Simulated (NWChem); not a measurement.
The numbers come from NWChem runs, not from measurements. System: H2BN, charge 0, spin multiplicity 1, displaced from the optimised geometry. Level: CCSD(T)/cc-pVDZ, 2 core orbitals frozen, spin-restricted.

Input file:

```
start mol
memory heap 100 mb stack 700 mb global 1900 mb
geometry units angstroms nocenter noautoz noautosym
  B      0.000000     0.000000    -0.701057
  N      0.000000     0.000000     0.548845
  H      0.000000     0.000000    -1.891011
  H      0.000000     0.000000     1.654933
end
basis spherical
  * library cc-pvdz
end
scf
  rhf
  nopen 0
  maxiter 100
  thresh 1e-7
  semidirect memsize 60000000 filesize 0
end
ccsd
  freeze core 2
  maxiter 60
end
task ccsd(t) energy
```

Output (cleaned and shortened):

```
             Northwest Computational Chemistry Package (NWChem) 7.3.0
             --------------------------------------------------------

                                NWChem Input Module
                                -------------------

 Scaling coordinates for geometry "geometry" by  1.889725989
 (inverse scale =  0.529177249)

                             Geometry "geometry" -> ""
                             -------------------------

 Output coordinates in angstroms (scale by  1.889725989 to convert to a.u.)

  No.       Tag          Charge          X              Y              Z
 ---- ---------------- ---------- -------------- -------------- --------------
    1 B                    5.0000     0.00000000     0.00000000    -0.70105700
    2 N                    7.0000     0.00000000     0.00000000     0.54884500
    3 H                    1.0000     0.00000000     0.00000000    -1.89101100
    4 H                    1.0000     0.00000000     0.00000000     1.65493300

 Effective nuclear repulsion energy (a.u.)      23.1811031535

            Nuclear Dipole moment (a.u.)
            ----------------------------
        X                 Y               Z
 ---------------- ---------------- ----------------
     0.0000000000     0.0000000000     0.1900157276


 Summary of "ao basis" -> "" (spherical)
 ------------------------------------------------------------------------------
       Tag                 Description            Shells   Functions and Types
 ---------------- ------------------------------  ------  ---------------------
 *                          cc-pvdz                   on all atoms

 Summary of "ao basis" -> "ao basis" (spherical)
 ------------------------------------------------------------------------------
       Tag                 Description            Shells   Functions and Types
 ---------------- ------------------------------  ------  ---------------------
 B                          cc-pvdz                  6       14   3s2p1d
 N                          cc-pvdz                  6       14   3s2p1d
 H                          cc-pvdz                  3        5   2s1p

                                 NWChem SCF Module
                                 -----------------

  ao basis        = "ao basis"
  functions       =    38
  atoms           =     4
  closed shells   =     7
  open shells     =     0
  charge          =   0.00
  wavefunction    = RHF
  use symmetry    = F
  symmetry adapt  = F

 Summary of "ao basis" -> "ao basis" (spherical)
 ------------------------------------------------------------------------------
       Tag                 Description            Shells   Functions and Types
 ---------------- ------------------------------  ------  ---------------------
 B                          cc-pvdz                  6       14   3s2p1d
 N                          cc-pvdz                  6       14   3s2p1d
 H                          cc-pvdz                  3        5   2s1p

 Forming initial guess at       0.1s

      Superposition of Atomic Density Guess
      -------------------------------------

 Sum of atomic energies:         -79.83152785

      Non-variational initial energy
      ------------------------------

 Total energy =     -80.403359
 1-e energy   =    -152.399018
 2-e energy   =      48.814557
 HOMO         =      -0.392187
 LUMO         =       0.072741

 Starting SCF solution at       0.3s

 ----------------------------------------------
         Quadratically convergent ROHF
[...]
                  *************converged*************
-------------------------------------------------------------------------

 -----------
 CCSD Energy
 -----------
 Reference energy:             -80.287707657397561
 CCSD corr. energy:             -0.269902289327272
 Total CCSD energy:            -80.557609946724838

 --------------------------------
 Spin Component Scaled (SCS) CCSD
 --------------------------------
 Same spin contribution:                 -0.052352122149718
 Same spin scaling factor:                1.130000000000000
 Opposite spin contribution:             -0.217550167177554
 Opposite spin scaling fact.:             1.270000000000000
 SCS-CCSD correlation energy:            -0.335446610344675
 Total SCS-CCSD energy:                 -80.623154267742237
 memory            104853916

*********triples calculation*********

nkpass=    1; nvpass=    1; memdrv=          31527; memtrn=         460740; memavail=      104853748
 memory available/node                      104853748
 total number of virtual orbitals        31
 number of virtuals per integral pass    31
 number of integral evaluations           1
 number of occupied per triples pass      5
 number of triples passes                 1

 commencing integral evaluation        1 at           5.84
  symmetry use  F
task         2 out of       171 done   1%  at       0.0 secs
task         9 out of       171 done   5%  at       0.0 secs
task        18 out of       171 done  10%  at       0.1 secs
task        26 out of       171 done  15%  at       0.1 secs
task        35 out of       171 done  20%  at       0.1 secs
task        43 out of       171 done  25%  at       0.2 secs
task        52 out of       171 done  30%  at       0.2 secs
task        60 out of       171 done  35%  at       0.2 secs
task        69 out of       171 done  40%  at       0.3 secs
task        77 out of       171 done  45%  at       0.3 secs
task        86 out of       171 done  50%  at       0.4 secs
task        95 out of       171 done  55%  at       0.4 secs
task       103 out of       171 done  60%  at       0.4 secs
task       112 out of       171 done  65%  at       0.4 secs
task       120 out of       171 done  70%  at       0.4 secs
task       129 out of       171 done  75%  at       0.4 secs
task       137 out of       171 done  80%  at       0.5 secs
task       146 out of       171 done  85%  at       0.5 secs
task       154 out of       171 done  90%  at       0.5 secs
task       163 out of       171 done  95%  at       0.5 secs
task       171 out of       171 done 100%  at       0.5 secs
 commencing triples evaluation - blocking       1
 ccsd(t): done        1 out of       31 progress:    3.2%
 ccsd(t): done        2 out of       31 progress:    6.5%
 ccsd(t): done        3 out of       31 progress:    9.7%
 ccsd(t): done        4 out of       31 progress:   12.9%
 ccsd(t): done        5 out of       31 progress:   16.1%
 ccsd(t): done        6 out of       31 progress:   19.4%
 ccsd(t): done        7 out of       31 progress:   22.6%
 ccsd(t): done        8 out of       31 progress:   25.8%
 ccsd(t): done        9 out of       31 progress:   29.0%
 ccsd(t): done       10 out of       31 progress:   32.3%
 ccsd(t): done       11 out of       31 progress:   35.5%
 ccsd(t): done       12 out of       31 progress:   38.7%
 ccsd(t): done       13 out of       31 progress:   41.9%
 ccsd(t): done       14 out of       31 progress:   45.2%
 ccsd(t): done       15 out of       31 progress:   48.4%
 ccsd(t): done       16 out of       31 progress:   51.6%
 ccsd(t): done       17 out of       31 progress:   54.8%
 ccsd(t): done       18 out of       31 progress:   58.1%
 ccsd(t): done       19 out of       31 progress:   61.3%
 ccsd(t): done       20 out of       31 progress:   64.5%
 ccsd(t): done       21 out of       31 progress:   67.7%
 ccsd(t): done       22 out of       31 progress:   71.0%
 ccsd(t): done       23 out of       31 progress:   74.2%
 ccsd(t): done       24 out of       31 progress:   77.4%
 ccsd(t): done       25 out of       31 progress:   80.6%
 ccsd(t): done       26 out of       31 progress:   83.9%
 ccsd(t): done       27 out of       31 progress:   87.1%
 ccsd(t): done       28 out of       31 progress:   90.3%
 ccsd(t): done       29 out of       31 progress:   93.5%
 ccsd(t): done       30 out of       31 progress:   96.8%
 ccsd(t): done       31 out of       31 progress:  100.0%
 Time for integral evaluation pass     1        0.51
 Time for triples evaluation pass      1        0.10

 pseudo-e(mp4)  -0.10991661359823E-01
 pseudo-e(mp5)   0.94426418408258E-03
        e(t)    -0.10047397175740E-01

 --------------
 CCSD(T) Energy
 --------------
 Reference energy:                     -80.287707657397561

 CCSD corr. energy:                     -0.269902289327272
 T(CCSD) corr. energy:                  -0.010991661359823
 Total CCSD+T(CCSD) energy:            -80.568601608084663

 CCSD corr. energy:                     -0.269902289327272
 (T) corr. energy:                      -0.010047397175740
 Total CCSD(T) energy:                 -80.567657343900578

 routine      calls  cpu(0)   cpu-min  cpu-ave  cpu-max   i/o
 aoccsd          1     0.00     0.00     0.00     0.00    0.00
 iterdrv         1     0.01     0.01     0.01     0.01    0.00
 pampt          11     0.02     0.02     0.02     0.02    0.00
 t2pm           11     0.03     0.03     0.03     0.03    0.00
 sxy            11     0.07     0.07     0.07     0.07    0.00
 ints       321651     4.81     4.81     4.81     4.81    0.00
 t2eri        1881     0.26     0.26     0.26     0.26    0.00
 idx2         1881     0.10     0.10     0.10     0.10    0.00
 idx34          11     0.01     0.01     0.01     0.01    0.00
 ht2pm          11     0.03     0.03     0.03     0.03    0.00
 itm            11     0.08     0.08     0.08     0.08    0.00
 pdiis          11     0.01     0.01     0.01     0.01    0.00
 triples         1     0.00     0.00     0.00     0.00    0.00
 rdtrpo          1     0.00     0.00     0.00     0.00    0.00
 trpmos          1     0.51     0.51     0.51     0.51    0.00
 trpdrv          1     0.02     0.02     0.02     0.02    0.00
 dovvv        4650     0.03     0.03     0.03     0.03    0.00
 doooo        4650     0.01     0.01     0.01     0.01    0.00
 tengy        3875     0.04     0.04     0.04     0.04    0.00
 Total                 6.02     6.02     6.02     6.02    0.00

 Task  times  cpu:        6.8s     wall:        6.8s

 Total times  cpu:        6.8s     wall:        6.8s
```
